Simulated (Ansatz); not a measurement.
Basis-set extrapolation for C3H6BCl, SMILES `C[C@@H]1B[C@H]1Cl` (PBE0-D4/def2-TZVP geometry, frozen core, Ansatz 0.2.0). Multiplicity 1, RHF reference.

```json
{"": "HF", "def2-TZVPP": "-601.276144", "def2-QZVPP": "-601.295417"}
{"": "MP2 correlation", "def2-TZVPP": "-0.789448", "def2-QZVPP": "-0.847125"}
{"": "CCSD(T) correlation", "def2-TZVPP": "-0.876612", "def2-QZVPP": "not run"}
```

Energies in hartree. Use E(X) = E(∞) + A·exp(−7.88·√X) for Hartree–Fock and E(X) = E(∞) + B·X^(−2.97) for correlation, with X = 3 and 4, and add CCSD(T) minus MP2 of the smaller set to the MP2 limit.

Task: What is the CCSD(T) energy at the basis-set limit?

Result: HF limit: -601.295417 + (-0.019273) × 0.13774 = -601.29807. MP2 limit: -0.847125 + (-0.057677) × 0.74074 = -0.88985. Higher-order term: -0.876612 − (-0.789448) = -0.08716. Total: -602.27508 hartree, 321.2 kJ/mol below CCSD(T)/def2-TZVPP.
